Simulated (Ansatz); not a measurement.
Gas-phase electronic energies from Ansatz, PBE0-D4/def2-TZVP geometries. CBS: MP2 limit from def2 TZ/QZ plus the TZ coupled-cluster correction, frozen cores. This one scheme is used for every species. Functionals use def2-TZVPP. Each species was taken in one conformer, which may not be the lowest.

Consider the hydrogenolysis of the Si–F bond: `CO[Si](C)(N)F` + H₂ → `CO[SiH](C)N` + H–F.

Task: Is it downhill or uphill in electronic energy at CCSD(T)/CBS, and by how much? (Estimate.)

Result: Computed: Uphill: ΔE = +1.52 eV.

Task: What do these levels give: PBE-D4, ωB97X-V, SCS-MP2/def2-TZVPP, CCSD/def2-TZVPP, HF/CBS(def2), CCSD/CBS(def2)? (Best estimate.)

Result: Ansatz gave: PBE-D4 1.46, ωB97X-V 1.55, SCS-MP2/def2-TZVPP 1.54, CCSD/def2-TZVPP 1.51, HF/CBS(def2) 1.58, CCSD/CBS(def2) 1.51 eV.

Largest T1 diagnostic among the species: 0.011.
